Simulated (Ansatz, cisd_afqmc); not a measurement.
System: InF, charge 0, singlet. InF (SMILES [F][In]).
B3LYP-D3(BJ)/def2-TZVP minimum from Ansatz (a quantum-chemistry and plane-wave program):
```
F
In 1 2.0109
```
Charge 0, spin multiplicity 1.

Total energies in def2-SVP, 10 correlated electrons, 10 frozen orbitals. Open shells are spin-unrestricted; no spin-orbit coupling. Cores are frozen in correlated methods (noble-gas shells, and filled d and f shells in the p block). Past Kr the def2 sets carry scalar-relativistic core potentials. AFQMC is phaseless with a CISD trial state; ± is one standard error, without the phaseless bias. Outlying blocks are dropped, and bars are widened where a walk drifts. Over all cases where full CI ran beside it in this data, AFQMC minus full CI had a median of +0.1 mEh and passed +0.4 mEh in a tenth of the cases. Spin-orbit terms, left out, reach several kcal/mol for Br and I, and more for heavier atoms.

```csv
method,program,energy (Eh),minus CCSDTQ (mEh)
HF,Ansatz,-288.61938,245.07
MP2,Ansatz,-288.84979,14.67
CCSD,Ansatz,-288.85946,5.00
CCSD(T),Ansatz,-288.86354,0.92
CCSDT(Q),Ansatz,-288.86458,-0.12
CCSDTQ,Ansatz,-288.86446,0.00
AFQMC/CISD,cisd_afqmc,-288.8646 ± 0.0003,-0.2 ± 0.3
```

Rough core times of Ansatz's runs on a shared machine: CCSD(T) under 20 s, CCSDT(Q) under 20 s, CCSDTQ 80 s.
